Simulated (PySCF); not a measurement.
**O⁺ (oxygen, charge +1): UHF calculation**

Configuration: [He] 2s2 2p3, high-spin 4S determinant. All numbers are calculated (PySCF 2.14, no relativity, point nucleus, in def2-SVP).

```
Total energy                                     : -74.276071 hartree
One-electron energy                              : -98.2952 hartree
Hartree (Coulomb) energy                         : 31.9064 hartree
Exchange energy                                  : -7.8872 hartree
Kinetic energy                                   : 74.36880 hartree
⟨S²⟩                                             : 3.7558
⟨L²⟩                                             : 0.000
Sum of ⟨r⟩                                       : 5.864 bohr
Sum of ⟨r²⟩                                      : 7.554 bohr²
Density at the nucleus (Gaussians lack the cusp) : 283 bohr⁻³
Spin density at the nucleus                      : 1.23 bohr⁻³
Langevin diamagnetic susceptibility              : -5.98 ×10⁻⁶ cm³/mol
Time after the integrals                         : 0.06 s of wall time on 1 thread of Neoverse-N1 (shared host)
```

```json
{"shell": "1s α", "electrons": "1", "mean orbital energy (hartree)": "-21.41265", "rms radius, mean of both spins (bohr)": "0.231"}
{"shell": "1s β", "electrons": "1", "mean orbital energy (hartree)": "-21.27222", "rms radius, mean of both spins (bohr)": "0.231"}
{"shell": "2s α", "electrons": "1", "mean orbital energy (hartree)": "-2.04875", "rms radius, mean of both spins (bohr)": "1.22"}
{"shell": "2s β", "electrons": "1", "mean orbital energy (hartree)": "-1.51440", "rms radius, mean of both spins (bohr)": "1.22"}
{"shell": "2p α", "electrons": "3", "mean orbital energy (hartree)": "-1.33628", "rms radius, mean of both spins (bohr)": "1.22"}
```
